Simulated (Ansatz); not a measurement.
A nudged elastic band was laid between two geometries of Cl3FH4OPTa (11 atoms, charge 0, multiplicity 1).

Level of theory: Ansatz, RKS PBE/def2-SVP.

* movable images: 9
* climbing image: yes
* spring: 5.0 eV/Å²
* optimiser: quadratic models (default)
* start path: through a guess of the saddle point
* force threshold: 0.05 eV/Å
* iteration limit: 20
* end points: relaxed

First end point:

```xyz
11
Properties=species:S:1:pos:R:3
Ta 0.070 -0.085 0.148
O 1.724 -1.045 0.159
H 2.235 -1.501 0.850
Cl -0.065 -0.582 2.478
F 0.619 0.775 -1.455
Cl -1.571 1.612 0.487
Cl -1.338 -1.692 -0.736
P 1.558 2.057 1.163
H 1.078 2.692 2.347
H 1.665 3.202 0.315
H 2.939 1.935 1.524
```

Last end point:

```xyz
11
Properties=species:S:1:pos:R:3
Ta -0.170 0.466 0.338
O 2.052 -0.219 0.476
H 2.134 -1.198 0.490
Cl -0.354 -0.010 2.641
F 0.354 1.162 -1.344
Cl -2.363 1.119 0.094
Cl -0.145 -1.803 -0.355
P 0.978 2.610 1.155
H 1.742 2.293 2.329
H 2.089 2.791 0.263
H 2.597 0.158 1.194
```

Q: Which bonds break or form, and what moves?

A: Bonds broken: P8–H11. Bonds formed: O2–H11.

Q: Give the energies along the band, and the barrier.

A: The forces met the threshold. The highest image is number 6 of 0 to 10, 34.8 kcal/mol above the first end and 17.2 kcal/mol above the last; the last end lies 17.7 kcal/mol above the first. A vibrational analysis at the climbing image gives one clearly imaginary mode, 1196i cm⁻¹: a first-order saddle point. The orbitals stay closed-shell, which can raise the energy where a bond breaks towards radicals; this wasn't checked here.

```tsv
image	path coordinate (Å)	energy (kcal/mol)	P8–H11 (Å)	O2–H11 (Å)
0	0.00	0.0	1.43	3.50
1	0.52	0.6	1.43	3.15
2	1.03	2.4	1.43	2.83
3	1.55	6.0	1.42	2.49
4	2.06	12.1	1.42	2.16
5	2.58	20.7	1.46	1.83
6	3.09	34.8	1.75	1.32
7	3.52	23.8	2.18	1.02
8	3.95	19.5	2.52	0.99
9	4.38	18.2	2.73	0.98
10	4.81	17.7	2.94	0.98
```

Q: What is the geometry of the highest image?

A: 
```xyz
11
Properties=species:S:1:pos:R:3
Ta -0.086 0.274 0.212
O 1.906 -0.462 0.379
H 2.110 -1.117 1.076
Cl -0.347 -0.191 2.507
F 0.578 1.113 -1.348
Cl -2.132 1.352 0.063
Cl -0.709 -1.779 -0.650
P 1.308 2.356 1.225
H 1.936 2.211 2.500
H 2.404 2.849 0.449
H 1.947 0.762 0.867
```

Q: What are the harmonic wavenumbers there?

A: 1196i, 54, 81, 112, 129, 137, 156, 175, 188, 220, 277, 295, 352, 371, 379, 416, 425, 530, 591, 616, 656, 1034, 1101, 1316, 2372, 2407, 3699 cm⁻¹.

Time of the run: 22 min on 4 threads of AMD EPYC 7571, on a shared host, peak memory 0.31 GiB.
